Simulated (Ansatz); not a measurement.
Isolated molecules relaxed with PBE0-D4/def2-TZVP in Ansatz; ΔE leaves out vibrations. CCSD(T)/CBS adds triple-zeta CCSD(T) − MP2 to the extrapolated MP2 energy (def2 sets, frozen cores). DFT in def2-TZVPP. For Ge outer-core shells are correlated without core-valence functions, which leaves a few kJ/mol of doubt a bond. Scalar relativity is left out up to krypton. One conformer a species, not always the lowest.

Reaction (redistribution): `F[Si](Cl)(Cl)[O][GeH3]` + `[NH2][GeH2][OH]` → `Cl[SiH](Cl)[O][GeH3]` + `[NH2][GeH]([OH])[F]`

`F[Si](Cl)(Cl)[O][GeH3]`:

```xyz
9

F     1.365    1.473   -2.026
Si    0.536    1.227   -0.709
Cl   -1.236    2.197   -0.901
Cl    1.569    2.044    0.834
O     0.329   -0.339   -0.514
Ge   -0.496   -1.446    0.628
H     0.072   -1.165    2.024
H    -1.997   -1.147    0.543
H    -0.143   -2.845    0.120
```

`[NH2][GeH2][OH]`:

Z-matrix (Å, degrees):
```
Ge
O 1 1.780
N 1 1.819 2 104.8
H 1 1.538 2 111.2 3 -115.1
H 1 1.549 2 106.5 3 123.0
H 2 0.959 1 112.2 3 -147.4
H 3 1.009 1 115.8 2 -150.0
H 3 1.009 1 117.0 2 77.3
```

`Cl[SiH](Cl)[O][GeH3]`:

Cartesian coordinates in Å:
```
Cl 0.364 0.253 2.561
Si 0.454 -1.065 0.997
Cl -1.265 -2.172 1.029
O 0.598 -0.278 -0.393
Ge -0.283 1.063 -1.193
H 1.600 -1.963 1.193
H -1.731 1.053 -0.686
H 0.449 2.356 -0.819
H -0.188 0.755 -2.689
```

`[NH2][GeH]([OH])[F]`:

Cartesian coordinates in Å:
```
N -0.731 -1.115 -0.494
Ge 0.448 0.184 -0.098
O -0.514 1.643 0.099
F 1.239 -0.021 1.447
H -1.539 -1.175 0.107
H -0.356 -2.033 -0.681
H 1.580 0.273 -1.122
H -0.127 2.243 0.743
```

```csv
species,r2SCANh energy (Eh)
`F[Si](Cl)(Cl)[O][GeH3]`,-3463.94681
`[NH2][GeH2][OH]`,-2209.98502
`Cl[SiH](Cl)[O][GeH3]`,-3364.62595
`[NH2][GeH]([OH])[F]`,-2309.28568
```

Task: Work out ΔE.

Result: ΔE = (-3364.62595) + (-2309.28568) − (-3463.94681) − (-2209.98502) = 0.02020 Eh = +0.55 eV. CCSD(T)/CBS gives +0.56 eV.

Largest T1 diagnostic among the species: 0.012.

From PBE to PBE0 (25 % exact exchange), in def2-TZVPP and without D4, ΔE moves by +0.04 eV. At CCSD(T), def2-SVP lies −0.24 eV from the extrapolated value and def2-TZVPP −0.03 eV. Leaving LDA and LC-ωPBE aside and taking each functional with its dispersion term where it has one, the values, not all of them listed here, spread over 0.12 eV, from PBE-D4 to B97M-V. LDA lies +0.08 eV from PBE without D4.
